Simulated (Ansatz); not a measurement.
Consider the redistribution: `[OH][GeH]1[O][SiH2]1` + `CB(N)N` → `[O]1[SiH2][GeH2]1` + `NB(N)CO`.

Calculated with Ansatz (gas phase, PBE0-D4/def2-TZVP geometries, no zero-point term in ΔE). CCSD(T)/CBS adds triple-zeta CCSD(T) − MP2 to the extrapolated MP2 energy (def2 sets, frozen cores). Functionals use def2-TZVPP. B3LYP here is the variant with VWN-RPA as its local correlation; programs differ in this. For Ge outer-core shells are correlated without core-valence functions, which leaves a few kJ/mol of doubt a bond. Scalar relativity is left out up to krypton. Each species was taken in one conformer, which may not be the lowest.

Task: Is it downhill or uphill in electronic energy at CCSD(T)/CBS, and by how much? (Estimate.)

Result: Ansatz gave: Uphill: ΔE = +139.6 kJ/mol.

Task: What do these levels give: r2SCAN-D4, PBE0-D4, B3LYP-D4, ωB97X-V, ωB97M-V, B2PLYP, B3LYP, MP2/def2-TZVPP, CCSD/def2-TZVPP, HF/def2-QZVPP, MP2/def2-QZVPP, CCSD/CBS(def2)? (Estimate.)

Result: Ansatz gave: r2SCAN-D4 139.2, PBE0-D4 131.7, B3LYP-D4 134.3, ωB97X-V 133.3, ωB97M-V 134.9, B2PLYP 140.3, B3LYP 134.6, MP2/def2-TZVPP 147.9, CCSD/def2-TZVPP 137.0, HF/def2-QZVPP 137.5, MP2/def2-QZVPP 149.1, CCSD/CBS(def2) 138.6 kJ/mol.

Largest T1 diagnostic among the species: 0.014.
